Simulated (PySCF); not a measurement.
One of the candidates below gave these computed data.

All candidates are C3H7ClO3Si.

- UV, first state: lowest singlet excitation: 4.25 eV (292 nm, f = 0.000) [TDDFT B3LYP/def2-SVPD]
- Triplet: lowest triplet excitation (Tamm–Dancoff): 3.66 eV [TDA B3LYP/def2-SVPD]
- 1H NMR: chemical shifts (computed TMS as zero) by class: 10.21 (1 H), 5.10 (1 H), 4.47 (1 H), 4.28 (1 H), 3.92 (3 H) ppm [GIAO PBE0/pcSseg-1]
- 13C NMR: chemical shifts (computed TMS as zero) by class: 211.8 (1 C), 70.5 (1 C), 52.2 (1 C) ppm [GIAO PBE0/pcSseg-1]
- Polarisability: 84.0 au [B3LYP/def2-SVPD]
- UV, strongest line: among the 8 lowest singlet transitions: S8 at 7.43 eV (167 nm, f = 0.022) [TDDFT B3LYP/def2-SVPD]
- Rotational structure: rotational constants A, B, C: 2.338, 0.698, 0.569 GHz [GFN2-xTB]
- Dipole: 3.45 D [B3LYP/def2-SVPD]

Electronic properties: PySCF, gas phase, density fitting. Levels stand in brackets. One conformer (not necessarily the lowest) at the GFN2-xTB geometry, without solvent, vibrations or thermal averaging. Each NMR value is the plain mean over a class of atoms that symmetry, rotation or inversion makes alike.

Question: Which candidate is it?
A. `O=C(O)[SiH2]OCCCl`
B. `CO[Si@@H](Cl)OCC=O`
C. `O[Si@H]1OC[C@H](Cl)CO1`

Answer: B. It is `CO[Si@@H](Cl)OCC=O`. Numbering: `[CH3:1][O:2][Si@@H:3]([Cl:4])[O:5][CH2:6][CH:7]=[O:8]`. Its formula, C3H7ClO3Si, gives 1 degree of unsaturation: 0 rings and 1 π bond in the structure found. 3 carbons fall into 3 classes; from least to most shielded: aldehyde carbon [C7] (211.8 ppm), sp3 carbon bound to oxygen [C6] (70.5 ppm), methoxy carbon [C1] (52.2 ppm). Hydrogen classes from least to most shielded: 1 H on an aldehyde carbon, C7 (10.21 ppm), 1 H on a chlorine-bound silicon, Si3 (5.10 ppm), 1 H on an sp3 carbon bound to oxygen, C6 (4.47 ppm), 1 H on an sp3 carbon bound to oxygen, C6 (4.28 ppm), 3 H on a methoxy carbon, C1 (3.92 ppm). S1 is mainly HOMO→LUMO (weight 0.99); the largest Löwdin shares of the orbital it empties are 0.58 on the aldehyde oxygen, 0.17 on the aldehyde carbon, 0.11 on the sp3 carbon bound to oxygen and 0.09 on the formyl hydrogen, of the orbital it fills 0.43 on the aldehyde carbon, 0.33 on the aldehyde oxygen, 0.10 on the sp3 carbon bound to oxygen and 0.06 on the formyl hydrogen. The optimised geometry has point group C1 and is an asymmetric top.

The others, at the same levels:
- `O[Si@H]1OC[C@H](Cl)CO1` fails: it has 2 carbon classes against 3; its computed 13C shifts are 72.0 (2 C), 57.4 (1 C) ppm, 1H shifts are 4.38 (2 H), 4.19 (1 H), 4.03 (2 H), 3.83 (1 H), 2.28 (1 H) ppm and lowest singlet excitation is 6.93 eV (179 nm, f = 0.002) (against 4.25 eV).
- `O=C(O)[SiH2]OCCCl` fails: its computed 13C shifts are 188.5 (1 C), 67.0 (1 C), 55.4 (1 C) ppm, 1H shifts are 6.77 (1 H), 5.24 (2 H), 4.70 (2 H), 3.81 (2 H) ppm and lowest singlet excitation is 4.96 eV (250 nm, f = 0.004) (against 4.25 eV).

Each candidate is one conformer, not necessarily the lowest. Dipoles, sizes and rotational constants follow the conformer. The torsions of the flexible species, by atom-mapped SMILES:
- `[CH3:1][O:2][Si@@H:3]([Cl:4])[O:5][CH2:6][CH:7]=[O:8]`: C1–O2–Si3–Cl4 57°, O2–Si3–O5–C6 48°, Si3–O5–C6–C7 -171°, O5–C6–C7–O8 -179°

The conformers of `O[Si@H]1OC[C@H](Cl)CO1` and `O=C(O)[SiH2]OCCCl` aren't listed.
